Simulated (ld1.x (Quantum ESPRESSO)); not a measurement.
**What one change does to a pseudopotential (Li (Z = 3), TM)**

ld1.x (Quantum ESPRESSO) 7.5 input, shortened:

```
&input
   title='Li', zed=3., rel=0, dft='PZ', iswitch=3,
   config='[He] 2s1 2p0 3d-2'
 /
 &inputp
   pseudotype=2, tm=.true., lloc=-1, rcloc=1.85,
   nlcc=.false.
 /
3
1S  1  0   2.00   0.00  0.55  0.55  0.0
2P  2  1   0.00   0.00  4.20  4.20  0.0
3D  3  2  -2.00   0.45  4.00  4.00  0.0
 &test
   configts(1)='1s2 2s1 2p0'
 /
```

Occupied shells without a wave of their own: 2s. They enter only through the test configuration that unscreens the potential.

All-electron outer shells of the reference configuration (LDA (PZ), non-relativistic, ld1.x):

```csv
shell,level (eV),outermost node (bohr),outermost maximum (bohr)
1s,-51.10,–,0.36
2s,-2.88,0.84,3.12
2p,-1.13,–,3.91
```

Change: local potential all-electron potential smoothed inside 1.68 bohr (lloc = -1).

Cutoffs: the cutoffs (Ry, on a coarse ladder) from which the occupation-weighted sum of valence levels, in a spherical-Bessel basis at the reference potential, stays within 10 and 1 mRy of its value at 400 Ry; they do not see the model core or the augmentation charge, which bear on the density cutoff. Errors are all-electron minus pseudo energies relative to the spin-unpolarised reference configuration.

Task: How do hardness, ghosts and transferability respond?

Result: The number of tests with a reliable result goes from 5 to 4; of the 4 tests that both files solve, the error grows in 0 and shrinks in 4 by more than 15 % and 0.3 meV (median size 160.9 → 100.6 meV); neither file shows a bound ghost.

| quantity | base | changed |
| --- | --- | --- |
| cutoff, loose | 230 Ry | 230 Ry |
| cutoff, tight | over 300 Ry | over 300 Ry |
| bound ghosts | none | none |
| largest miss of a reference level, eV | 0.12 | 0.08 |
| tests with a reliable result | 5 of 6 | 4 of 6 |
| error for 1s2 2s0 2p0, meV [ΔE 5.24 eV] | +200 | +127 |
| error for 1s2 2s0 2p1, meV [ΔE 1.75 eV] | +122 | +75 |
| error for 1s1 2s1 2p0, meV [ΔE 67.37 eV] | -244 | -164 |
| error for 1s2 2s0.5 2p0 (spin-polarised), meV [ΔE 1.95 eV] | +76 | +48 |
| s: phases at 4.57 bohr within 0.05 rad from the reference energy up to (Ry; the scan ends near 5) | -0.4 | -0.3 |
| p: phases at 4.57 bohr within 0.05 rad from the reference energy up to (Ry; the scan ends near 5) | 0.7 | 0.7 |
| d: phases at 4.57 bohr within 0.05 rad from the reference energy up to (Ry; the scan ends near 5) | 1.9 | 1.9 |

Base: The 2s level has no wave, so the channel is fitted at the deeper level alone: the likely source of the large errors.
